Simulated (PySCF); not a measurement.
1,3-disilinane (C4H12Si2), SMILES C1C[SiH2]C[SiH2]C1. Atoms are numbered in the order given.

```xyz
18

C      0.2754     1.8031     0.0000
C     -0.2911     1.1794     1.2895
Si     0.1622    -0.6400     1.5252
C     -0.3920    -1.5907     0.0000
Si     0.1622    -0.6400    -1.5252
C     -0.2911     1.1794    -1.2895
H      1.3766     1.7067     0.0000
H      0.0705     2.8876     0.0000
H      0.0627     1.7432     2.1699
H     -1.3930     1.2702     1.2945
H      1.6480    -0.7568     1.6656
H     -0.4658    -1.1721     2.7740
H     -0.0040    -2.6223     0.0000
H     -1.4948    -1.6485     0.0000
H     -0.4658    -1.1721    -2.7740
H      1.6480    -0.7568    -1.6656
H     -1.3930     1.2702    -1.2945
H      0.0627     1.7432    -2.1699
```

Geometry optimised at ωB97X-D3(BJ)/def2-SVP. The values are those of a single conformer.

The numbers are results of ωB97X-D3(BJ)/def2-SVP run with PySCF 2.14.0, not measurements.

Frequencies are harmonic and unscaled.

Computed harmonic wavenumbers and intensities:
```json
[
 {"mode": "1", "ν (cm⁻¹)": "135", "IR (km/mol)": "0.3", "moving atoms (share of kinetic energy)": "H 46 %, C 39 %, Si 15 %"},
 {"mode": "2", "ν (cm⁻¹)": "136", "IR (km/mol)": "0.2", "moving atoms (share of kinetic energy)": "H 44 %, C 34 %, Si 23 %"},
 {"mode": "3", "ν (cm⁻¹)": "257", "IR (km/mol)": "0.6", "moving atoms (share of kinetic energy)": "C 39 %, Si 36 %, H 25 %"},
 {"mode": "4", "ν (cm⁻¹)": "257", "IR (km/mol)": "0.1", "moving atoms (share of kinetic energy)": "C 44 %, H 41 %, Si 15 %"},
 {"mode": "5", "ν (cm⁻¹)": "269", "IR (km/mol)": "1.1", "moving atoms (share of kinetic energy)": "H 43 %, Si 32 %, C 25 %"},
 {"mode": "6", "ν (cm⁻¹)": "385", "IR (km/mol)": "1.3", "moving atoms (share of kinetic energy)": "H 66 %, C 33 %"},
 {"mode": "7", "ν (cm⁻¹)": "512", "IR (km/mol)": "6.9", "moving atoms (share of kinetic energy)": "H 74 %, Si 21 %"},
 {"mode": "8", "ν (cm⁻¹)": "531", "IR (km/mol)": "2.5", "moving atoms (share of kinetic energy)": "H 66 %, Si 25 %, C 10 %"},
 {"mode": "9", "ν (cm⁻¹)": "594", "IR (km/mol)": "9.7", "moving atoms (share of kinetic energy)": "H 47 %, C 37 %, Si 17 %"},
 {"mode": "10", "ν (cm⁻¹)": "631", "IR (km/mol)": "3.9", "moving atoms (share of kinetic energy)": "H 73 %, C 16 %, Si 10 %"},
 {"mode": "11", "ν (cm⁻¹)": "645", "IR (km/mol)": "3.0", "moving atoms (share of kinetic energy)": "H 48 %, C 32 %, Si 21 %"},
 {"mode": "12", "ν (cm⁻¹)": "651", "IR (km/mol)": "4.2", "moving atoms (share of kinetic energy)": "H 59 %, C 35 %"},
 {"mode": "13", "ν (cm⁻¹)": "682", "IR (km/mol)": "31.8", "moving atoms (share of kinetic energy)": "H 54 %, C 35 %, Si 11 %"},
 {"mode": "14", "ν (cm⁻¹)": "746", "IR (km/mol)": "0.6", "moving atoms (share of kinetic energy)": "H 74 %, C 19 %"},
 {"mode": "15", "ν (cm⁻¹)": "768", "IR (km/mol)": "48.7", "moving atoms (share of kinetic energy)": "H 41 %, C 33 %, Si 26 %"},
 {"mode": "16", "ν (cm⁻¹)": "800", "IR (km/mol)": "39.5", "moving atoms (share of kinetic energy)": "H 55 %, C 38 %"},
 {"mode": "17", "ν (cm⁻¹)": "836", "IR (km/mol)": "65.5", "moving atoms (share of kinetic energy)": "H 57 %, C 36 %"},
 {"mode": "18", "ν (cm⁻¹)": "838", "IR (km/mol)": "86.5", "moving atoms (share of kinetic energy)": "H 75 %, C 14 %, Si 11 %"},
 {"mode": "19", "ν (cm⁻¹)": "903", "IR (km/mol)": "52.9", "moving atoms (share of kinetic energy)": "H 60 %, C 40 %"},
 {"mode": "20", "ν (cm⁻¹)": "944", "IR (km/mol)": "227.6", "moving atoms (share of kinetic energy)": "H 69 %, C 16 %, Si 15 %"},
 {"mode": "21", "ν (cm⁻¹)": "960", "IR (km/mol)": "147.5", "moving atoms (share of kinetic energy)": "H 97 %"},
 {"mode": "22", "ν (cm⁻¹)": "968", "IR (km/mol)": "41.0", "moving atoms (share of kinetic energy)": "H 86 %, C 11 %"},
 {"mode": "23", "ν (cm⁻¹)": "988", "IR (km/mol)": "58.8", "moving atoms (share of kinetic energy)": "H 67 %, C 28 %"},
 {"mode": "24", "ν (cm⁻¹)": "1004", "IR (km/mol)": "1.6", "moving atoms (share of kinetic energy)": "H 93 %"},
 {"mode": "25", "ν (cm⁻¹)": "1060", "IR (km/mol)": "3.9", "moving atoms (share of kinetic energy)": "H 76 %, C 23 %"},
 {"mode": "26", "ν (cm⁻¹)": "1070", "IR (km/mol)": "61.2", "moving atoms (share of kinetic energy)": "H 62 %, C 36 %"},
 {"mode": "27", "ν (cm⁻¹)": "1093", "IR (km/mol)": "22.2", "moving atoms (share of kinetic energy)": "H 83 %, C 16 %"},
 {"mode": "28", "ν (cm⁻¹)": "1166", "IR (km/mol)": "31.9", "moving atoms (share of kinetic energy)": "H 57 %, C 42 %"},
 {"mode": "29", "ν (cm⁻¹)": "1249", "IR (km/mol)": "0.7", "moving atoms (share of kinetic energy)": "H 75 %, C 24 %"},
 {"mode": "30", "ν (cm⁻¹)": "1282", "IR (km/mol)": "13.8", "moving atoms (share of kinetic energy)": "H 54 %, C 45 %"},
 {"mode": "31", "ν (cm⁻¹)": "1327", "IR (km/mol)": "0.2", "moving atoms (share of kinetic energy)": "H 79 %, C 21 %"},
 {"mode": "32", "ν (cm⁻¹)": "1378", "IR (km/mol)": "7.2", "moving atoms (share of kinetic energy)": "H 66 %, C 34 %"},
 {"mode": "33", "ν (cm⁻¹)": "1390", "IR (km/mol)": "11.6", "moving atoms (share of kinetic energy)": "H 91 %, C 9 %"},
 {"mode": "34", "ν (cm⁻¹)": "1428", "IR (km/mol)": "5.8", "moving atoms (share of kinetic energy)": "H 91 %, C 9 %"},
 {"mode": "35", "ν (cm⁻¹)": "1444", "IR (km/mol)": "15.2", "moving atoms (share of kinetic energy)": "H 92 %, C 8 %"},
 {"mode": "36", "ν (cm⁻¹)": "1491", "IR (km/mol)": "3.1", "moving atoms (share of kinetic energy)": "H 92 %, C 8 %"},
 {"mode": "37", "ν (cm⁻¹)": "2224", "IR (km/mol)": "0.3", "moving atoms (share of kinetic energy)": "H 97 %"},
 {"mode": "38", "ν (cm⁻¹)": "2231", "IR (km/mol)": "245.3", "moving atoms (share of kinetic energy)": "H 96 %"},
 {"mode": "39", "ν (cm⁻¹)": "2232", "IR (km/mol)": "279.6", "moving atoms (share of kinetic energy)": "H 97 %"},
 {"mode": "40", "ν (cm⁻¹)": "2237", "IR (km/mol)": "55.9", "moving atoms (share of kinetic energy)": "H 98 %"},
 {"mode": "41", "ν (cm⁻¹)": "3054", "IR (km/mol)": "35.1", "moving atoms (share of kinetic energy)": "H 94 %"},
 {"mode": "42", "ν (cm⁻¹)": "3062", "IR (km/mol)": "10.8", "moving atoms (share of kinetic energy)": "H 94 %"},
 {"mode": "43", "ν (cm⁻¹)": "3062", "IR (km/mol)": "7.8", "moving atoms (share of kinetic energy)": "H 94 %"},
 {"mode": "44", "ν (cm⁻¹)": "3084", "IR (km/mol)": "1.2", "moving atoms (share of kinetic energy)": "H 94 %"},
 {"mode": "45", "ν (cm⁻¹)": "3103", "IR (km/mol)": "32.3", "moving atoms (share of kinetic energy)": "H 91 %, C 9 %"},
 {"mode": "46", "ν (cm⁻¹)": "3121", "IR (km/mol)": "9.0", "moving atoms (share of kinetic energy)": "H 91 %, C 9 %"},
 {"mode": "47", "ν (cm⁻¹)": "3123", "IR (km/mol)": "17.1", "moving atoms (share of kinetic energy)": "H 91 %, C 9 %"},
 {"mode": "48", "ν (cm⁻¹)": "3156", "IR (km/mol)": "0.6", "moving atoms (share of kinetic energy)": "H 91 %, C 9 %"}
]
```
